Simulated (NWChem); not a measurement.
System: CH3AlClFS; SMILES C[S][Al]([F])[Cl]

NWChem input:

```
start job
memory heap 200 mb stack 900 mb global 1100 mb
geometry units angstroms
  Al    -0.090181     0.310210     0.305186
  Cl     0.967492     2.030310     0.305902
  F     -1.289745     0.016800     1.409763
  S      0.257439    -1.299574    -1.144911
  C     -0.992012    -2.544856    -0.626523
  H     -1.559132    -2.188551     0.228259
  H     -0.466269    -3.455723    -0.375468
  H     -1.655877    -2.718779    -1.471978
end
basis spherical
  * library def2-svp
end
dft
  xc pbe0
  iterations 150
end
driver
  maxiter 120
end
task dft optimize
task dft freq
```

The level has its own optimisation; frequencies are unscaled.

### Question
What results follow from this input? (PBE0/def2-SVP.) Quantities: r Al–Cl (Å); r Al–F (Å); r Al–S (Å); r C–S (Å); highest harmonic frequency (cm⁻¹); lowest (cm⁻¹); zero-point energy (kcal/mol); dipole (D).

### Answer
```yaml
r Al–Cl (Å): 2.082
r Al–F (Å): 1.662
r Al–S (Å): 2.151
r C–S (Å): 1.836
highest harmonic frequency (cm⁻¹): 3204
lowest (cm⁻¹): 58
zero-point energy (kcal/mol): 27.5
dipole (D): 1.83
```
